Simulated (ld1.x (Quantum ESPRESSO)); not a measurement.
# chromium (Cr), ultrasoft: configuration errors across variants

Cr, ultrasoft, made with ld1.x (Quantum ESPRESSO) 7.5 (PBE, scalar-relativistic). Core [Ne], reference 3s2 3p6 3d4 4s0 4p0 (charge +2). Waves: 3s (bound): rcut 1.35, rcutus 1.45 bohr; 4s (bound, empty): rcut 1.35, rcutus 1.45 bohr; 3p (bound): rcut 1.75, rcutus 1.95 bohr; 4p (bound, empty): rcut 1.75, rcutus 1.95 bohr; 3d (bound): rcut 1.55, rcutus 1.95 bohr; 3d channel at -0.55 Ry: rcut 1.55, rcutus 1.95 bohr. Local part: all-electron potential smoothed inside 1.90 bohr (lloc = -1). Core correction: none. Augmentation charge: PSQ, radius 1.30 bohr.

All-electron excitation energies from the reference (eV): (1) 3s2 3p6 3d5 4s1 4p0 -22.953; (2) 3s2 3p6 3d5 4s0 4p0 -16.053; (3) 3s2 3p6 3d3 4s0 4p0 30.749; (4) 3s1 3p6 3d5 4s1 4p0 57.297.

Tests that are not counted but printed errors over 1 eV. “base”: 3s2 3p6 3d6 4s0 4p0 (solver errors, printed error -2237 eV). “local potential all-electron potential smoothed inside 1.80 bohr (lloc = -1)”: 3s2 3p6 3d6 4s0 4p0 (solver errors, printed error -2312 eV). “type TM; waves now 3s (bound): rc 1.45 bohr; 3p (bound): rc 1.95 bohr; 3d (bound): rc 1.95 bohr; local potential the d channel”: 3s2 3p6 3d6 4s0 4p0 (pseudo-atom not self-consistent, printed error -2140 eV).

3 further variants failed, have other tests or too few solved ones, and are left out.

Errors AE − PS in meV (a dash: test not solved or not reliable):

| change | (1) | (2) | (3) | (4) | bound ghosts |
| --- | --- | --- | --- | --- | --- |
| base | +0.5 | +3.5 | +35 | -29 | none |
| local potential all-electron potential smoothed inside 1.80 bohr (lloc = -1) | +0.7 | +3.6 | +35 | -30 | none |
| type TM; waves now 3s (bound): rc 1.45 bohr; 3p (bound): rc 1.95 bohr; 3d (bound): rc 1.95 bohr; local potential the d channel | +119 | -42 | +29 | +518 | none |

**Question.** Give the same row for: waves 3s (bound): rcut 1.26, rcutus 1.34 bohr; 4s (bound): rcut 1.26, rcutus 1.34 bohr.

**Answer.** -1.0, +3.6, +35, -36; bound ghosts: none. Not counted: 3s2 3p6 3d6 4s0 4p0 (solver errors, printed error -2343 eV).
